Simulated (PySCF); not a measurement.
# Assigning NMR signals

Cartesian coordinates in Å; atom numbers follow the order of the lines, from 1:
```xyz
26

C    -3.8012   -0.0582   -0.0553
O    -2.6432   -0.4797   -0.7271
C    -1.4416   -0.3403    0.0107
C    -0.3825   -1.1883   -0.6928
C     0.9582   -1.1091    0.0274
C     1.4402    0.3439    0.1162
O     2.6295    0.4819    0.8740
C     3.8004    0.0524    0.2307
C     0.3785    1.1962    0.8109
C    -0.9626    1.1137    0.0932
H    -3.8196    1.0265    0.1000
H    -4.6409   -0.3397   -0.6882
H    -3.8974   -0.5556    0.9186
H    -1.5982   -0.7250    1.0334
H    -0.7285   -2.2216   -0.7386
H    -0.2817   -0.8252   -1.7169
H     1.6918   -1.7167   -0.5056
H     0.8653   -1.5014    1.0425
H     1.6130    0.7289   -0.9040
H     4.6265    0.3428    0.8778
H     3.8225   -1.0345    0.0917
H     3.9170    0.5363   -0.7477
H     0.2782    0.8389    1.8374
H     0.7242    2.2298    0.8504
H    -1.6949    1.7220    0.6269
H    -0.8741    1.5048   -0.9226
```

- coordinates at the GFN2-xTB level
- σ from GIAO-PBE0/pcSseg-1
- run in PySCF 2.14.0 with density-fitted response routines
- non-relativistic Hamiltonian, in vacuum, one computed conformer, rapidly exchanging positions averaged

δ = σ(ref) − σ, references computed at the same level: 13C (σ = 186.93 ppm) and 1H (σ = 31.72 ppm) against TMS.

Problem. Assign these signals to the numbered atoms. 13C{1H} NMR (computed): δ 83.9, 58.3, 33.1.

Solution. 
| δ (ppm) | atoms | environment | reason |
| --- | --- | --- | --- |
| 83.9 | C3/C6 | sp3 CH bonded to O | the inductive effect lowers its shielding |
| 58.3 | C1/C8 | methyl carbon bonded to O | deshielded by the electronegative neighbour |
| 33.1 | C4/C5/C9/C10 | sp3 CH2 in a ring | saturated and bonded to C and H only |

Problem. Assign these signals to the numbered atoms. 1H NMR (500 MHz, computed): δ 3.53 (s, 6H), 2.92 (m, 2H), 2.11 (m, 4H), 1.10 (m, 4H).

Solution. 
| δ (ppm) | atoms | environment | reason |
| --- | --- | --- | --- |
| 3.53 | H11/H12/H13/H20/H21/H22 | hydrogen on a methyl carbon bonded to O | its carbon carries O, an electronegative neighbour |
| 2.92 | H14/H19 | hydrogen on an sp3 CH bonded to O | its carbon carries O, hence the downfield position |
| 2.11 | H15/H17/H24/H25 | hydrogen on an sp3 CH2 in a ring | – |
| 1.10 | H16/H18/H23/H26 | hydrogen on an sp3 CH2 in a ring | – |

Shifts are as computed. Against solution values, carbons near 30 ppm lie about +3 ppm off and those near 130 ppm about +5 ppm. Of 1211 compounds with measured shifts, 218 miss one by over three times the rms of a fit or turn the order of signals round; such compounds aren't used in these exercises. Multiplicities follow the n + 1 count of equivalent neighbours, as no J values were calculated; m marks all less simple cases, F and P coupling included.
